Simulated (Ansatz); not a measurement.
Start from `CO[SiH2]SC` and change one atom or group to get `BN[SiH2]OC`.

Ansatz, PBE0-D4/def2-TZVP geometries, multiplicity 1. Each molecule was computed in one conformer, which needn't be the lowest.

```tsv
property	`CO[SiH2]SC`
LUMO energy (PBE0/def2-TZVPP) / eV	0.41
size of the dipole moment (PBE/def2-TZVPP) / D	1.21
LUMO energy (B3LYP/def2-TZVPP) / eV	0.17
LUMO energy (PBE/def2-TZVPP) / eV	-0.52
HOMO energy (PBE/def2-TZVPP) / eV	-5.85
HOMO energy (ωB97M-V/def2-TZVPP) / eV	-9.26
```

Question: Give the same properties after the change, and the shifts. (An estimate is asked.)

Answer: Ansatz gave: 
| property | `BN[SiH2]OC` | shift |
| --- | --- | --- |
| LUMO energy (PBE0/def2-TZVPP) / eV | -0.17 | -0.58 |
| size of the dipole moment (PBE/def2-TZVPP) / D | 2.12 | 0.91 |
| LUMO energy (B3LYP/def2-TZVPP) / eV | -0.39 | -0.56 |
| LUMO energy (PBE/def2-TZVPP) / eV | -1.17 | -0.65 |
| HOMO energy (PBE/def2-TZVPP) / eV | -6.73 | -0.88 |
| HOMO energy (ωB97M-V/def2-TZVPP) / eV | -10.58 | -1.32 |

With PBE0 the HOMO falls by 1.16 eV and the LUMO falls by 0.58 eV, so the gap widens by about 0.58 eV. PBE moves the HOMO by -0.88 eV and ωB97M-V by -1.32 eV. Dipoles are sizes alone; their direction can turn.

B3LYP here is the variant with VWN-RPA as its local correlation; programs differ in this.
